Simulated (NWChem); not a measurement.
Molecule: CH₅BrGe; SMILES [GeH2]([CH3])[Br]

```xyz
8

Ge     0.4025    -0.8672     0.0000
C     -1.2816    -1.8654     0.0000
Br    -0.1099     1.4160     0.0000
H      1.2457    -1.1317    -1.2758
H      1.2457    -1.1317     1.2758
H     -1.8711    -1.6093     0.9006
H     -1.0702    -2.9533     0.0000
H     -1.8711    -1.6093    -0.9006
```
Atoms are numbered in this order, from 1.

Level: PBE-D3(BJ)/def2-SVP (NWChem), optimised geometry, unscaled harmonic frequencies. This build's default masses of Se (78.918 u) and Br (79.917 u) are each other's, which moves their modes by up to 0.6 %.

```tsv
frequency (cm⁻¹)	IR intensity (km/mol)
125	0.1
140	0.7
290	24.4
429	8.9
590	20.2
592	1.2
674	49.8
815	143.6
832	32.5
844	59.4
1204	4.5
1377	4.8
1385	2.8
2074	87.7
2085	116.3
2989	1.7
3098	0.8
3110	0.4
```

- zero-point energy = 32.4 kcal/mol
- thermal correction to the enthalpy at 298.15 K (with zero-point energy) = 36.5 kcal/mol
- heat capacity Cv = 18.1 cal/(mol K)
- entropy at 298.15 K and 1 atm (symmetry number 1) = 78.1 cal/(mol K)
- dipole moment = 2.33 D

Rigid rotor and harmonic oscillator.
